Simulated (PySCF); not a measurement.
A PySCF script (with the pyscf-properties extension) for the NMR shieldings of `InChI=1S/C7H13OP/c1-6(2)7-3-4-9(8)5-7/h3,6,9H,4-5H2,1-2H3`, on a GFN2-xTB geometry:

```python
import basis_set_exchange as bse
import numpy as np
from pyscf import gto, dft
from pyscf.prop import nmr

atoms = """
C    -2.169343    1.120728   -0.211254
C    -1.309965   -0.091210   -0.561094
C    -1.935120   -1.365346    0.019275
C     0.112184    0.037323   -0.088027
C     0.593581    0.948437    0.750966
C     2.051119    0.876979    1.088991
P     2.720748   -0.142169   -0.281584
O     3.914479   -0.957720   -0.053872
C     1.114331   -0.973303   -0.582396
H    -1.722210    2.033042   -0.597718
H    -2.283513    1.213257    0.865892
H    -3.158582    1.010760   -0.649244
H    -1.286675   -0.191325   -1.654132
H    -2.966682   -1.460353   -0.311276
H    -1.923695   -1.325813    1.106317
H    -1.391409   -2.250352   -0.300924
H    -0.004999    1.723017    1.200375
H     2.227827    0.340318    2.028387
H     2.518210    1.859439    1.173593
H     2.831796    0.757868   -1.343664
H     1.100232   -1.885758    0.024468
H     0.957275   -1.258435   -1.623927
"""
names = dict.fromkeys(["C", "P", "O", "H"], "pcSseg-1")
basis = {el: gto.basis.parse(bse.get_basis(n, elements=[el], fmt="nwchem")) for el, n in names.items()}
mol = gto.M(atom=atoms, basis=basis, charge=0, verbose=0)
mf = dft.RKS(mol, xc="PBE0")
mf.grids.level = 2
mf.grids.alignment = dft.numint.BLKSIZE   # the property module wants whole blocks of grid points
mf.conv_tol = 1e-9
mf.kernel()

calc = nmr.RKS(mf)   # GIAO
C = mf.mo_coeff
Co = C[:, mf.mo_occ > 0]
resp = mf.gen_response(singlet=True, hermi=2)
def vind(x):   # induced exchange potential for any number of trial vectors
    d = np.einsum("pi,xij,qj->xpq", C, 2 * x.reshape(-1, C.shape[1], Co.shape[1]), Co, optimize=True)
    return np.einsum("xpq,pi,qj->xij", resp(d - d.transpose(0, 2, 1)), C, Co, optimize=True).ravel()
mo1, _ = nmr.rhf.solve_mo1(calc, with_cphf=vind)
sigma = calc.kernel(mo1)
for i, s in enumerate(sigma):   # ppm
    print("%2d %-2s %9.2f" % (i, mol.atom_pure_symbol(i), np.trace(s) / 3))
```

Task: Give the expected output.

Result: 
```
 0 C     165.55
 1 C     149.11
 2 C     162.83
 3 C      33.84
 4 C      65.60
 5 C     151.82
 6 P     299.64
 7 O     229.25
 8 C     148.85
 9 H      30.57
10 H      30.70
11 H      30.61
12 H      29.75
13 H      30.60
14 H      31.17
15 H      30.23
16 H      26.28
17 H      29.12
18 H      29.28
19 H      24.35
20 H      29.04
21 H      29.68
```

These numbers come from an equivalent density-fitted implementation of the same equations, which agrees with the script to about 0.01 ppm for H and up to a few tenths of a ppm for heavy atoms, so last digits may differ.

Task: Turn these shieldings into chemical shifts. Referencing at the same level of theory: $^{13}$C (186.93 ppm), $^{1}$H (31.72 ppm) against TMS; H3PO4 for $^{31}$P (318.38 ppm); $^{17}$O (336.08 ppm) against H2O.

Result: Averaging equivalent atoms: C 3: 153.1; C 4: 121.3; C 8: 38.1; C 1: 37.8; C 5: 35.1; C 2: 24.1; C 0: 21.4; P 6: 18.7; O 7: 106.8; H 19: 7.37; H 16: 5.43; H 20: 2.68; H 17: 2.60; H 18: 2.44; H 21: 2.04; H 12: 1.97; H 9/10/11: 1.09; H 13/14/15: 1.05 ppm. Experimental scales use liquid or dissolved standards, which lie at an offset from isolated H2O (liquid H2O: subtract about 36 ppm) and H3PO4.

Size and cost of the density-fitted run: 225 basis functions, 46 s wall time on 1 thread of an x86-64 server CPU, shared host.
